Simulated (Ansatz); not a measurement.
Reaction (cleavage of the Al–Si bond): `[OH][Al]([OH])[SiH3]` + CH₃OH → `C[O][Al]([OH])[OH]` + SiH₄

Computed with Ansatz on PBE0-D4/def2-TZVP structures; ΔE is electronic, products minus reactants. CBS: MP2 limit from def2 TZ/QZ plus the TZ coupled-cluster correction, frozen cores. This one scheme is used for every species. DFT in def2-TZVPP. One conformer a species, not always the lowest.

CCSD(T)/CBS gives -122.7 kJ/mol.

(1) Another level gave -132.2 kJ/mol. Which?
A. CCSD(T)/def2-TZVPP
B. PBE/def2-TZVPP
C. BHLYP-D4/def2-TZVPP
D. PBE0/def2-TZVPP

Largest T1 diagnostic among the species: 0.013.

## Answers

(1) C. BHLYP-D4 -132.2, PBE -99.9, CCSD(T)/def2-TZVPP -125.0, PBE0 -106.4 kJ/mol.

Leaving LDA and LC-ωPBE aside and taking each functional with its dispersion term where it has one, the values, not all of them listed here, spread over 31.5 kJ/mol, from BHLYP-D4 to PBE-D4. LDA lies −4.1 kJ/mol from PBE without D4. At CCSD(T), def2-SVP lies −6.5 kJ/mol from the extrapolated value and def2-TZVPP −2.3 kJ/mol. From BLYP to BHLYP (50 % exact exchange), in def2-TZVPP and without D4, ΔE moves by −13.0 kJ/mol.
